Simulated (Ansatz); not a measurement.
FK, triplet, at the geometry of the source list (a higher spin typed on purpose: for a closed-shell molecule this is an excited state). Base run: SVWN5/def2-SVP (Ansatz, a program for electronic structure).

The Ansatz input:
Ansatz 0.2 input:
```yaml
crystal:
  periodic: [false, false, false]
  atoms:
    - {symbol: K, position_ang: [-0.53980000, -0.44520000, -0.72920000]}
    - {symbol: F, position_ang: [0.53980000, 0.44520000, 0.72920000]}
basis:
  gaussian:
    orbitals: def2-SVP
hamiltonian:
  xc: {name: SVWN5}
magnetization: {spin_polarized: true, initial_magnetization: 2}
```

Variants of this job, named by their change:

```json
[
 {"change": "base", "basis functions": "38", "E (Eh)": "-697.06203"},
 {"change": "basis = 3-21G", "basis functions": "26", "E (Eh)": "-693.66814"},
 {"change": "basis = pcseg-0", "basis functions": "…", "E (Eh)": "…"},
 {"change": "basis = 6-31G", "basis functions": "38", "E (Eh)": "…"},
 {"change": "basis = pcseg-1", "basis functions": "38", "E (Eh)": "-697.14895"},
 {"change": "basis = def2-SV(P)", "basis functions": "38", "E (Eh)": "-697.06203"},
 {"change": "basis = 6-31G*", "basis functions": "…", "E (Eh)": "…"},
 {"change": "basis = aug-pcseg-1", "basis functions": "56", "E (Eh)": "-697.15197"},
 {"change": "basis = 6-311G**", "basis functions": "57", "E (Eh)": "-697.26018"},
 {"change": "basis = pcseg-2", "basis functions": "…", "E (Eh)": "…"},
 {"change": "basis = def2-TZVP", "basis functions": "64", "E (Eh)": "-697.26584"},
 {"change": "basis = def2-TZVPP", "basis functions": "64", "E (Eh)": "-697.26584"},
 {"change": "basis = 6-311+G(2d,p)", "basis functions": "75", "E (Eh)": "-697.26580"}
]
```

Problem. Complete the blanks.

Solution. 
- basis = pcseg-0, basis functions: 28
- basis = pcseg-0, E (Eh): -695.75226
- basis = 6-31G, E (Eh): -697.17844
- basis = 6-31G*, basis functions: 50
- basis = 6-31G*, E (Eh): -697.18668
- basis = pcseg-2, basis functions: 63
- basis = pcseg-2, E (Eh): -697.28713

Totals compare only among sets that treat the same electrons; sets with core potentials leave the core out.
